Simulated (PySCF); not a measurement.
# Gallium: a sound run and one with changed settings

Sound run: Ga²⁺ [Ar] 3d10 4s1, Ga³⁺ [Ar] 3d10. All numbers are calculated (PySCF 2.14, no relativity, point nucleus, in pcseg-2 (6s5p3d1f, 43 functions)). The sound run starts from symmetry-adapted Hartree-Fock orbitals and uses a fine grid where one is needed.

Changed run: initial guess minao, at most 3 SCF cycles. This setting is unsound on purpose.

```tsv
species	method	sound run (hartree)	changed run (hartree)	converged
Ga²⁺	UHF	-1922.34874	-1922.34839	no
Ga²⁺	BP86	-1924.13882	-1924.13870	no
Ga²⁺	B3LYP	-1923.93097	-1923.93090	no
Ga³⁺	UHF	-1921.27646	-1921.27643	no
Ga³⁺	BP86	-1922.99554	-1922.99536	no
Ga³⁺	B3LYP	-1922.78692	-1922.78685	no
```

The SCF was stopped early; the energies are upper bounds that still move, and correlated levels were skipped or rest on poor orbitals.
